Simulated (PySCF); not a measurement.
F3Sc. Atoms are numbered in the order given.

```xyz
4

Sc     0.0000     0.0000     0.0000
F     -1.8278     0.0000     0.0000
F      0.9139     1.5830     0.0000
F      0.9139    -1.5830     0.0000
```
Charge 0, spin multiplicity 1.

The structure is a stationary point at r2SCAN-D4/def2-SVP. The isomer is the one that the SMILES or the coordinates give; other isomers of the formula were not compared.

Method: PySCF 2.14.0 with TDDFT-LC-ωPBE/def2-SVPD.

Vertical excitations; the highest root listed may be one member of a degenerate set. Gas-phase values at a fixed geometry. State labels are in the subgroup C2v.

```tsv
state	symmetry	energy (eV)	λ (nm)	f	main pairs
S1	B1	7.55	164	0.000	HOMO→LUMO 89 %
S2	B1	7.60	163	0.009	HOMO−1→LUMO (degenerate set)
S3	A1	7.60	163	0.009	HOMO−2→LUMO (degenerate set)
S4	B2	7.84	158	0.054	HOMO−3→LUMO 88 %
S5	B2	8.05	154	0.000	HOMO−5→LUMO (degenerate set)
S6	A2	8.05	154	0.000	HOMO−4→LUMO (degenerate set)
S7	B2	8.26	150	0.000	HOMO→LUMO+1, HOMO−1→LUMO+1, HOMO−2→LUMO+2 (degenerate set)
S8	A2	8.26	150	0.000	HOMO→LUMO+2, HOMO−1→LUMO+2, HOMO−2→LUMO+1 (degenerate set)
S9	A2	8.39	148	0.000	HOMO−1→LUMO+2 49 %, HOMO−2→LUMO+1 49 %
S10	B2	8.45	147	0.012	HOMO−2→LUMO+2 46 %, HOMO−1→LUMO+1 46 %
T1	B1	7.49	165	0	HOMO−1→LUMO (degenerate set)
T2	A1	7.49	165	0	HOMO−2→LUMO (degenerate set)
T3	B1	7.53	165	0	HOMO→LUMO 89 %
T4	B2	7.70	161	0	HOMO−3→LUMO 89 %
```
Triplets are in the Tamm–Dancoff approximation, which puts them higher than full response would, so one can lie above its singlet here.
